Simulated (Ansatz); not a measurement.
All values below come from frozen-core CCSD(T)/cc-pVTZ // PBE-D3(BJ)/def2-TZVP (Ansatz, a quantum-chemistry and plane-wave program).

Ansatz 0.2 input:
```yaml
crystal:
  periodic: [false, false, false]
  atoms:
    - { symbol: O, position_ang: [1.635963, -0.438933, -0.39007] }
    - { symbol: C, position_ang: [0.378649, -0.09363, -0.08588] }
    - { symbol: C, position_ang: [-0.869379, -0.598251, -0.252274] }
    - { symbol: B, position_ang: [-0.751181, 0.69676, 0.452808] }
    - { symbol: H, position_ang: [2.230866, 0.259133, -0.057887] }
    - { symbol: H, position_ang: [-1.390179, -1.453824, -0.678194] }
    - { symbol: H, position_ang: [-1.234738, 1.628745, 1.011499] }
basis:
  gaussian: { orbitals: cc-pVTZ }
correlation:
  method: ccsd_t
```

Output:

```
Functional definition: HF
941 factors; integrals over basis functions are off by at most 1.3e-3 eV
mean field evaluation 1: about -4814.6124 eV, gradient 3.3e1 eV
mean field evaluation 2: about -4814.6167 eV, gradient 3.3e1 eV
mean field evaluation 4: about -4817.2493 eV, gradient 3.6e0 eV
mean field evaluation 8: about -4817.2935 eV, gradient 3.3e-4 eV
mean field evaluation 16: about -4817.2894 eV, gradient 2.6e-1 eV
mean field -4817.29349303 eV, -177.0322705899 hartree, gradient 4.1e-6 eV, S^2 0.000000; 0 other end points of the search recorded, 0 dependent functions left out
4 core orbitals not correlated
reference -4817.29349303 eV, -177.0322705899 hartree; 10, 10 occupied and 148, 148 virtual orbitals, 941 factors
second order -17.37452197 eV of doubles, -0.00000000 eV of singles
cycle   1  -17.34375035 eV  change    3.1e-2 eV  update   9.0e-2
cycle   2  -17.77318257 eV  change   -4.3e-1 eV  update   2.6e-2
cycle   3  -17.86438005 eV  change   -9.1e-2 eV  update   1.3e-2
cycle   4  -17.85512945 eV  change    9.3e-3 eV  update   3.3e-3
cycle   5  -17.85503991 eV  change    9.0e-5 eV  update   1.8e-3
cycle   6  -17.85562992 eV  change   -5.9e-4 eV  update   5.5e-4
cycle   7  -17.85541670 eV  change    2.1e-4 eV  update   2.3e-4
cycle   8  -17.85536099 eV  change    5.6e-5 eV  update   6.9e-5
cycle   9  -17.85538374 eV  change   -2.3e-5 eV  update   2.2e-5
perturbative correction -0.82811379 eV, -0.0304326204 hartree
Total energy: -4835.97699055 eV, -177.7188764598 hartree
```

Cost: roughly 25 core-seconds.
